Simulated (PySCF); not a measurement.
Species: C5H15AsSi2.
Cartesian coordinates in Å at the PBE0-D3(BJ)/def2-SVP level; atoms count from 1:
```xyz
23
C5H15AsSi2 angstrom
Si     3.1986    0.7335   -0.1889
As     2.5293   -1.3467   -1.0983
Si     1.0697   -1.7989    0.7218
C     -0.2227   -0.4278    0.7941
C     -0.9387   -0.1563   -0.5362
C     -2.2064    0.6341   -0.1530
C     -2.4081    0.4074    1.3619
C     -1.3920   -0.6708    1.7554
H      2.1631    1.7481   -0.5554
H      4.5033    1.1395   -0.7932
H      3.3387    0.7208    1.3013
H      3.7062   -2.0795   -0.4608
H      0.3965   -3.1104    0.4542
H      1.8239   -1.9038    2.0103
H      0.2968    0.4975    1.1115
H     -1.2188   -1.1143   -1.0079
H     -0.3032    0.3755   -1.2612
H     -2.0809    1.7050   -0.3729
H     -3.0744    0.2974   -0.7394
H     -2.1909    1.3340    1.9165
H     -3.4402    0.1235    1.6171
H     -1.8150   -1.6754    1.5766
H     -1.1019   -0.6270    2.8164
```

Computed, not measured: PySCF 2.14.0, PBE0-D3(BJ)/def2-SVP geometry optimisation, gas phase.

Masses are those of the commonest isotopes; rigid-rotor values at the optimised geometry. The values belong to one conformer with, in the numbering `[SiH3:1][AsH:2][SiH2:3][CH:4]1[CH2:5][CH2:6][CH2:7][CH2:8]1`, Si1–As2–Si3–C4 60°, As2–Si3–C4–C5 51°, Si3–C4–C5–C6 163°, C4–C5–C6–C7 -17°, C5–C6–C7–C8 -9°, C6–C7–C8–C4 31°.

(1) What are A, B and C (cm⁻¹)?

(2) Classify the top.

(3) What does the inertial defect say?

(4) Which types of transition are allowed, and where do some lines up to J = 5 fall?

(5) Estimate the classical rotational partition function at 10 K, 100 K and 200 K.

Results:

(1) Ia = 291.44, Ib = 1030.11, Ic = 1096.47 u·Å²; 505379 MHz·u·Å²/I gives 1734, 490.6 and 460.9 MHz, that is A = 0.05784, B = 0.01636, C = 0.01537 cm⁻¹.

(2) A near-prolate asymmetric top; Ray's κ = -0.953.

(3) Not planar: Δ = Ic − Ia − Ib = -225.07 u·Å². For a rigid frame Δ = −2 Σ m c², so Σ m c² = 112.54 u·Å² lies off the ab plane: 26.67 from hydrogen and 85.87 from heavier atoms. The atom farthest from that plane is 2.19 Å away.

(4) The dipole components are |μa| = 1.11 D, |μb| = 0.26 D, |μc| = 0.39 D. Intensities carry the squares of the components, which stand as 1.00 : 0.06 : 0.13 (a : b : c). Some lines, for components of 0.1 D or more:

| type | branch | J(Ka,Kc) | MHz | lower level (cm⁻¹) |
| --- | --- | --- | --- | --- |
| a | Q | 5(1,4) ← 5(1,5) | 445 | 0.511 |
| c | Q | 2(1,2) ← 2(0,2) | 1214 | 0.095 |
| b | Q | 5(1,4) ← 5(0,5) | 1496 | 0.475 |
| a | R | 2(1,2) ← 1(1,1) | 1873 | 0.073 |
| b | R | 1(1,1) ← 0(0,0) | 2195 | 0.000 |
| a | R | 3(2,1) ← 2(2,0) | 2857 | 0.263 |
| c | Q | 5(2,4) ← 5(1,4) | 3554 | 0.525 |
| a | R | 4(3,2) ← 3(3,1) | 3807 | 0.568 |
| a | R | 4(2,2) ← 3(2,1) | 3811 | 0.358 |
| a | R | 5(4,2) ← 4(4,1) | 4759 | 0.989 |
| a | R | 5(2,3) ← 4(2,2) | 4767 | 0.486 |
| a | R | 5(1,4) ← 4(1,3) | 4829 | 0.364 |
| b | R | 4(1,4) ← 3(0,3) | 4917 | 0.190 |
| b | R | 2(2,0) ← 1(1,1) | 5693 | 0.073 |
| b | R | 5(1,5) ← 4(0,4) | 5797 | 0.317 |
| c | R | 5(1,4) ← 4(0,4) | 6243 | 0.317 |
| b | Q | 5(4,2) ← 5(3,3) | 8807 | 0.854 |
| c | Q | 4(4,1) ← 4(3,1) | 8807 | 0.695 |
| b | Q | 4(4,0) ← 4(3,1) | 8807 | 0.695 |
| b | R | 5(3,2) ← 4(2,3) | 11053 | 0.485 |
| b | Q | 5(5,0) ← 5(4,1) | 11324 | 1.148 |
| b | R | 4(4,0) ← 3(3,1) | 12614 | 0.568 |
| b | R | 5(4,1) ← 4(3,2) | 13566 | 0.695 |

(5) Point group C1, symmetry number σ = 1; q = (√π/σ)·√((kT/h)³/(ABC)), k/h = 20836.6 MHz/K: 8510 at 10 K, 269000 at 100 K, 761000 at 200 K.

No frequency check. Constants of a rigid frame at the computed geometry: no zero-point averaging, no centrifugal distortion. A rigid rotor knows nothing of internal rotation, which can split or shift real lines. Quadrupole hyperfine structure (75As) is left out.

Cost: about 10 min of CPU time on one thread; the machine was shared, so the figure is rough. This is the geometry optimisation.
